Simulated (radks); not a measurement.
Species: Pb LXXVI. Configuration: [He] 2s2 2p3.

All-electron calculation, Dirac Kohn-Sham, LDA (Slater exchange, Perdew-Wang correlation), spin-unpolarised, spherical densities, point nucleus; open shells fill j = l - 1/2 first. Program: a radial shooting solver on a logarithmic mesh with Libxc functionals.

Energy parts (eV):
total: -319220.67
kinetic: 398523.53
electron-nucleus: -729130.83
Hartree: 14329.28
exchange-correlation: -2942.65

Orbitals (lengths in bohr, moments of r in powers of bohr; <r^-3> diverges for s and p1/2; r(max) is where P^2 peaks):
orbital,occ.,eigenvalue (eV),<1/r>,<r^-3>,r(max)
1s1/2,2,-96410.00,101.5,-,0.009834
2s1/2,2,-23314.44,25.86,-,0.05646
2p1/2,2,-22920.53,25.71,-,0.04109
2p3/2,1,-20574.77,20.59,25160,0.04849

The highest occupied level is 2p3/2 at -20575 eV. For comparison, the ionisation energy in NIST's Atomic Spectra Database is 20750 eV (theoretical). In exact Kohn-Sham theory the highest level is minus the ionisation energy, but local and semilocal functionals leave it too shallow, through self-interaction and a potential that decays too fast; potentials with the right tail come closer. Summed over all electrons, <r^2> = 0.02247 bohr^2, which gives a Langevin (diamagnetic) susceptibility term of -0.0178 x 10^-6 cm^3/mol. The density falls to 0.001 e/bohr^3 at r = 0.27 bohr.

Beside tabulated values, note that spin-unpolarised runs miss the spin-polarisation part of the exchange energy of open shells.
